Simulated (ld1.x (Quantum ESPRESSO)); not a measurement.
**Which change was made? (As, TM)**

```
Element                 : As (Z = 33)
Generator               : ld1.x (Quantum ESPRESSO) 7.5
Type                    : norm-conserving Troullier–Martins (Kleinman–Bylander form)
Functional              : PBE
Relativity              : scalar-relativistic
Frozen core             : [Ar] 3d10
Valence charge          : 5
Reference configuration : 4s1.5 4p3.5
Partial waves           : 4s (bound): rc 1.75 bohr; 4p (bound): rc 1.65 bohr; 4d channel at 0.05 Ry: rc 1.70 bohr
Local potential         : the d channel
Core correction         : Bessel-smoothed model core inside 1.15 bohr
```

Cutoffs, loose and tight: the cutoffs (Ry, on a coarse ladder) from which the occupation-weighted sum of valence levels, in a spherical-Bessel basis at the reference potential, stays within 10 and 1 mRy of its value at 400 Ry. They do not see the model core or the augmentation charge, which bear on the density cutoff. Test errors are all-electron minus pseudo excitation energies from the reference, over the configurations 4s2 4p3; 4s2 4p2; 4s2 4p1; 4s1 4p0; 4s1 4p4; 4s0 4p5; 4s1 4p3; variants that change the core or the reference have their own tests. The largest error is taken over the tests solved by every variant that gives reliable tests at all, those not shown here included: 4s0 4p5; 4s1 4p3; 4s1 4p4; 4s2 4p1; 4s2 4p2; 4s2 4p3.

The base gives: outcome: generated; cutoff, loose: 21 Ry; cutoff, tight: 45 Ry; bound ghosts: s, p; largest test error (meV): -27.

**Question.** After one change the result is: outcome: generated; cutoff, loose: 45 Ry; cutoff, tight: 110 Ry; bound ghosts: s, p; largest test error (meV): -31. Which change was it?
A. wave 4s (bound): rc 1.75 bohr becomes 4s (bound): rc 2.34 bohr
B. wave 4s (bound): rc 1.75 bohr becomes 4s (bound): rc 1.26 bohr
C. wave 4s (bound): rc 1.75 bohr becomes 4s (bound): rc 2.06 bohr

**Answer.** B. The others give: wave 4s (bound): rc 1.75 bohr becomes 4s (bound): rc 2.06 bohr → outcome: generated; cutoff, loose: 21 Ry; cutoff, tight: 40 Ry; bound ghosts: p; largest test error (meV): -55 | wave 4s (bound): rc 1.75 bohr becomes 4s (bound): rc 2.34 bohr → outcome: generated; cutoff, loose: 18 Ry; cutoff, tight: 35 Ry; bound ghosts: p; largest test error (meV): -100.
